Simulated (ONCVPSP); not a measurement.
indium (In): one change to an ONCV potential, before and after

- Element: In (Z = 49)
- Generator: ONCVPSP 4.0.1
- Type: optimised norm-conserving Vanderbilt (ONCV)
- Functional: PBE
- Relativity: scalar-relativistic
- Frozen core: [Kr] 4d10
- Valence charge: 3
- Reference configuration: 5s2 5p0.75 (charge +0.25)
- Partial waves: 5s: rc 2.35 bohr, ncon 4, nbas 9, qcut 2.9 1/bohr, 3 projectors, debl 3.8 Ha; 5p: rc 3.15 bohr, ncon 4, nbas 8, qcut 3.1 1/bohr, 2 projectors, debl 2.5 Ha
- Local potential: polynomial inside 2.10 bohr (lpopt 5, dvloc0 1 Ha)
- Core correction: Teter function, fcfact 5.5, rcfact 1.3

All-electron outer shells of the reference configuration (PBE, scalar-relativistic, ld1.x):

```json
{"shell": "4p", "level (eV)": "-79.81", "outermost node (bohr)": "0.42", "outermost maximum (bohr)": "0.82"}
{"shell": "4d", "level (eV)": "-20.30", "outermost node (bohr)": "0.40", "outermost maximum (bohr)": "0.94"}
{"shell": "5s", "level (eV)": "-9.75", "outermost node (bohr)": "1.02", "outermost maximum (bohr)": "2.13"}
{"shell": "5p", "level (eV)": "-3.87", "outermost node (bohr)": "1.14", "outermost maximum (bohr)": "2.81"}
```

Change: p: qcut 4.

Cutoffs: the cutoffs (Ha) at which the residual kinetic energy of the hardest occupied pseudo-wave falls to 1 and 0.1 mHa per electron; they do not see the model core or the augmentation charge, which bear on the density cutoff. Errors are all-electron minus pseudo energies relative to the spin-unpolarised reference configuration.

Q: How do hardness, ghosts and transferability respond?

A: The potential gets neither clearly harder nor softer (5.7 Ha and 36 Ha → 5.7 Ha and 36 Ha); the s channel sets the loose cutoff, while the largest relative change is in p, which becomes harder; the errors of the 4 common tests hardly move; neither file shows a bound ghost.

```csv
quantity,base,changed
"cutoff, loose",5.7 Ha,5.7 Ha
"cutoff, tight",36 Ha,36 Ha
loose cutoff by channel,"s 5.7 Ha, p 1.8 Ha","s 5.7 Ha, p 3.6 Ha"
bound ghosts,none,none
GHOST(+) flags under 300 eV,s at 247.6 eV,s at 247.6 eV
"error for 5s2 5p1, meV [ΔE -0.80 eV]",-0.4,-0.3
"error for 5s2 5p0, meV [ΔE 4.57 eV]",-16,-15
"error for 5s1 5p0, meV [ΔE 23.80 eV]",-200,-193
"error for 5s1 5p1, meV [ΔE 11.16 eV]",-48,-52
s: phases at 2.39 bohr within 0.05 rad from the reference energy up to (Ha; the scan ends near 5),to the end of the scan,to the end of the scan
p: phases at 3.21 bohr within 0.05 rad from the reference energy up to (Ha; the scan ends near 5),1.2,1.3
"rms error of d²Exc/dni dnj with the model core, mHa",0.74,0.72
```

Base: The cutoffs count occupied waves only; projector 2 of the s channel, the hardest unoccupied one, needs 52 Ha at the loose tolerance. Changed file: The cutoffs count occupied waves only; projector 2 of the s channel, the hardest unoccupied one, needs 52 Ha at the loose tolerance.
